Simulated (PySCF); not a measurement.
Isomers of C4H9Al, mass 84.052 u with the commonest isotopes. Theory: PBE0-D3(BJ)/def2-SVP geometry optimisation, gas phase in PySCF 2.14.0. One conformer each, none proved a minimum here; rigid rotors.

Question: Order these by out-of-plane moment Σ m c² = (Ia + Ib − Ic)/2, largest first.
A. `[CH2:1]=[CH:2][CH2:3][AlH:4][CH3:5]` with C1–C2–C3–Al4 95°, C2–C3–Al4–C5 -24°
B. `[CH3:1][AlH:2][CH:3]1[CH2:4][CH2:5]1` with C1–Al2–C3–C4 -146°
C. `[CH2:1]1[CH2:2][CH2:3][AlH:4][CH2:5]1` with C5–C1–C2–C3 52°, C1–C2–C3–Al4 -36°, C2–C3–Al4–C5 13°, C3–Al4–C5–C1 13°

Answer: B (21.18 u·Å²), A (10.66 u·Å²), C (9.17 u·Å²).

Question: Order these by rotational constant B, smallest first.
A. `[CH2:1]1[CH2:2][CH2:3][AlH:4][CH2:5]1` with C5–C1–C2–C3 52°, C1–C2–C3–Al4 -36°, C2–C3–Al4–C5 13°, C3–Al4–C5–C1 13°
B. `[CH3:1][AlH:2][CH:3]1[CH2:4][CH2:5]1` with C1–Al2–C3–C4 -146°
C. `[CH2:1]=[CH:2][CH2:3][AlH:4][CH3:5]` with C1–C2–C3–Al4 95°, C2–C3–Al4–C5 -24°

Answer: B (1816 MHz), C (2343 MHz), A (4295 MHz).

Question: Order these by rotational constant A, largest first.
A. `[CH2:1]1[CH2:2][CH2:3][AlH:4][CH2:5]1` with C5–C1–C2–C3 52°, C1–C2–C3–Al4 -36°, C2–C3–Al4–C5 13°, C3–Al4–C5–C1 13°
B. `[CH2:1]=[CH:2][CH2:3][AlH:4][CH3:5]` with C1–C2–C3–Al4 95°, C2–C3–Al4–C5 -24°
C. `[CH3:1][AlH:2][CH:3]1[CH2:4][CH2:5]1` with C1–Al2–C3–C4 -146°

Answer: C (11336 MHz), B (5892 MHz), A (5322 MHz).

| SMILES | point group | Ia (u·Å²) | Ib (u·Å²) | Ic (u·Å²) | κ | μa (D) | μb (D) | μc (D) |
| --- | --- | --- | --- | --- | --- | --- | --- | --- |
| [CH3][AlH][CH]1CC1 | – | 44.58 | 278.23 | 280.45 | -1.00 | 0.01 | 0.84 | 0.03 |
| C1C[CH2][AlH][CH2]1 | C2 | 94.97 | 117.68 | 194.31 | 0.25 | 0.15 | 0.00 | 0.00 |
| C=C[CH2][AlH][CH3] | C1 | 85.78 | 215.74 | 280.19 | -0.74 | 0.23 | 0.11 | 0.13 |
